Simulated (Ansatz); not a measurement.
Breaking a bond in CH2Se (methaneselone)

CH2Se: 4 atoms, total charge 0, spin state singlet. As SMILES, `C=[Se]`. Geometry: relaxed at PBE0-D4/def2-TZVP.

```
atom    x (Å)    y (Å)    z (Å)
   C  -0.1294  -0.0274  -0.0682
  Se   1.3841   0.2934   0.7292
   H  -0.5865  -1.0137  -0.0536
   H  -0.6681   0.7478  -0.6074
```

The C1–H3 distance is scanned; the parts on either side stay rigid. Basis STO-3G, 10 core orbitals frozen in the correlated methods; program Ansatz 0.2.0. FCI is exact within this basis and core. Energies in eV from each method's value at 1.087 Å; methods without a U are spin-restricted. The shape above is that at 1.087 Å.

```csv
distance (Å),HF,SVWN5,PBE,BLYP,PBE0,CCSD(T),BCCD(T)
1.087,0.00,0.00,0.00,0.00,0.00,0.00,0.00
1.359,1.12,0.80,0.75,0.72,0.88,0.76,0.76
1.631,3.19,2.33,2.21,2.12,2.54,2.24,2.25
2.174,7.03,4.95,4.67,4.48,5.41,4.23,4.25
2.718,9.38,6.46,6.07,5.84,7.06,4.56,4.65
```

(1) Estimate the FCI curve, and say how far off each method is.

## Answers

(1) 
```tsv
distance (Å)	FCI
1.087	0.00
1.359	0.76
1.631	2.23
2.174	4.25
2.718	4.80
```

Departure from the FCI curve at its largest: HF +4.58 eV at 2.72 Å; SVWN5 +1.66 eV at 2.72 Å; PBE +1.27 eV at 2.72 Å; BLYP +1.04 eV at 2.72 Å; PBE0 +2.26 eV at 2.72 Å; CCSD(T) -0.24 eV at 2.72 Å; BCCD(T) -0.15 eV at 2.72 Å. Restricted functionals keep the electrons paired too, and rise too high. Restricted Hartree–Fock keeps the electrons paired, so it rises far too high as the bond breaks.
